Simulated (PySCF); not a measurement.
Si(OH)4, SMILES O[Si](O)(O)O, singlet at its PBE0/def2-SVP optimised geometry (Å):

```
9

O     -0.8155     1.1230     0.0000
Si    -0.3549    -0.4596     0.0000
O      1.2933    -0.4596     0.0000
O     -1.0826    -1.1509     1.3073
O     -0.8149    -1.3515    -1.3075
H     -0.2300     1.7193    -0.4758
H      1.7020    -1.2641    -0.3322
H     -1.1900    -0.5733     2.0685
H     -1.7020    -1.7193    -1.2596
```

Computed with PBE0/def2-TZVP in PySCF. Cells within 0.4 Å of a nucleus heavier than hydrogen are left out (blank, or x).

Map of the electrostatic potential (hartree/e), clipped to [-0.08, 0.12] on the plane z = 0.0 Å:

```
|322222233333333333333333333|
|222222223333344333333333333|
|222222222333444443333333333|
|222222222334444444333333333|
|222222222234565544333333333|
|222221111246887654333333233|
|222211001369999654333222222|
|222110002999999754322222222|
|222110006999999643222222222|
|2222100199xx998542211122222|
|2222110299xx998642100112222|
|222221139999999853100011222|
|222222359999999999820011222|
|333333479999999999992011222|
|33333359999xxx999xx97222222|
|33333458999xxx999xx99433333|
|333334579999999999999743333|
|333334469999999999999954433|
|333344457999999999999964433|
|333344445679998779999865433|
|333344444444555567887654443|
|333334433333334455666554433|
|333333333222233344555444433|
|333333333222223334444444333|
|333333333222223333344443333|
|333333333222223333333333333|
|333333333222233333333333333|
```
Scale: ten equal steps from -0.057 (start of '0') to 0.120 (end of '9'), in the order '0123456789'; x runs from -4.00 to 4.00, y from -4.00 (bottom) to 4.00 (top).
